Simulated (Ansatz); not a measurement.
Relaxation of ClGeH3O (6 atoms, charge 0, multiplicity 1), to a largest force component of 0.03 eV/Å in at most 50 steps.

Level of theory: RKS PBE-D4/def2-SVP in Ansatz 0.2.0.

```xyz
6
Properties=species:S:1:pos:R:3
Ge -0.853 -0.111 0.456
H 1.583 0.034 1.723
Cl 2.546 -0.031 0.792
O -1.332 1.386 -0.448
H -1.408 1.218 -1.409
H -0.799 -1.103 -0.845
```

Q: Where does it end, and by what steps?

A: The run converged. The force dipped under the threshold on the way, but the program's further checks kept it going. After 22 steps the energy has fallen by 0.081 eV; Cl3 moved furthest, 0.67 Å.

| step | energy less start (eV) | largest force component (eV/Å) | accepted |
| --- | --- | --- | --- |
| 0 | 0.0000 | 0.788 | yes |
| 1 | -0.0282 | 0.370 | yes |
| 2 | -0.0354 | 0.265 | yes |
| 3 | -0.0358 | 0.273 | yes |
| 4 | -0.0385 | 0.244 | yes |
| 5 | -0.0387 | 0.173 | yes |
| 6 | -0.0394 | 0.146 | yes |
| 7 | -0.0411 | 0.021 | yes |
| 8 | -0.0281 | 0.863 | no |
| 9 | -0.0421 | 0.046 | yes |
| 10 | -0.0432 | 0.349 | yes |
| 11 | -0.0559 | 0.139 | yes |
| 12 | -0.0573 | 0.133 | yes |
| 13 | -0.0426 | 1.115 | no |
| 14 | -0.0670 | 0.143 | yes |
| 15 | -0.0707 | 0.461 | yes |
| 16 | -0.0756 | 0.109 | yes |
| 17 | -0.0803 | 0.019 | yes |
| 18 | -0.0800 | 0.092 | no |
| 19 | -0.0808 | 0.011 | yes |
| 20 | -0.0809 | 0.081 | yes |
| 21 | -0.0810 | 0.049 | yes |
| 22 | -0.0812 | 0.003 | yes |

```xyz
6
Properties=species:S:1:pos:R:3
Ge -1.039 -0.316 0.438
H 1.871 0.423 1.760
Cl 1.918 -0.214 0.629
O -1.265 1.320 -0.331
H -1.081 1.301 -1.289
H -0.668 -1.122 -0.938
```

Whether the end is a true minimum wasn't checked by a vibrational analysis.

The run took 41 s on 1 thread of Arm Neoverse V1, on a shared host, peak memory 0.14 GiB.
